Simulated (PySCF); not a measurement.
Ti²⁺ (titanium, charge +2) across methods

[Ar] 3d2, high-spin 3F determinant. All numbers are calculated (PySCF 2.14, no relativity, point nucleus, in aug-cc-pVTZ (8s7p5d3f2g, 93 functions)).

```tsv
method	E (hartree)	mean ε 3p α (eV)	mean ε 3p β (eV)	mean ε 3d α (eV)	Σ⟨r²⟩ (bohr²)	⟨S²⟩
PBE0	-848.417	-58.409	-56.030	-22.882	16.53	2.001
PBE	-848.365	-55.261	-53.484	-20.958	16.67	2.000
wB97M-V	-848.570	-60.805	-58.617	-25.234	16.62	2.001
r2SCANh	-848.576	-57.403	-55.093	-22.044	16.49	2.001
CAM-B3LYP	-848.644	-59.785	-57.501	-24.443	16.59	2.001
B97-3	-848.515	-58.472	-56.133	-22.849	16.46	2.001
LDA	-846.525	-55.313	-53.569	-20.910	16.69	2.000
r2SCAN	-848.577	-56.280	-54.169	-21.301	16.52	2.001
UHF	-847.73762	-66.829	-62.347	-28.058	16.38	2.003
```
